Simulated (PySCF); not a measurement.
## Continuum solvent and chemical shifts

Atom-mapped SMILES (the numbers label the heavy atoms): `[CH3:1][CH2:2][CH2:3][C:4]([F:5])([F:6])[C:7]([F:8])([F:9])[F:10]`. Each H is labelled by its parent atom.

GIAO PBE0/pcSseg-1 in PySCF on one PBE0-D3(BJ)/def2-SVP conformer, non-relativistic, equivalent nuclei averaged. Solvents enter as an IEF-PCM continuum (cyclohexane with ε = 2.0, chloroform with ε = 4.7) around the gas-phase geometry. Shifts are referred to TMS, CFCl3 computed in the same medium.

In cyclohexane, δ in ppm: C7 125.7, C4 119.3, C3 35.0, C2 15.7, C1 15.4, F8/F9/F10 -100.4, F5/F6 -141.9, H(C3) 1.74, H(C2) 1.56, H(C1) 1.08. Dipole moment 2.59 D.

Task: How does each δ change in the more polar medium?

Result: 
```tsv
atoms	environment	Δδ, chloroform
C7	CF3 carbon	+0.4
C4	fully substituted sp3 carbon bonded to 2 F	+0.7
C3	sp3 CH2	+0.1
C2	sp3 CH2	+0.3
C1	methyl carbon	+0.1
F8/F9/F10	fluorine of a CF3 group	+0.8
F5/F6	fluorine of a CF2 group	+0.2
H(C3)	hydrogen on an sp3 CH2	+0.07
H(C2)	hydrogen on an sp3 CH2	-0.01
H(C1)	hydrogen on a methyl carbon	+0.01
```

Changes are relative to cyclohexane. The dipole moment becomes 2.72 D in chloroform.

Task: Which nuclei move most (in ppm), and what does the model miss?

Result: F8/F9/F10 (fluorine of a CF3 group, +0.8 ppm) in chloroform. A continuum only polarises the solute; specific hydrogen bonds, the anisotropy of aromatic solvents and changes of geometry or conformer are outside it.
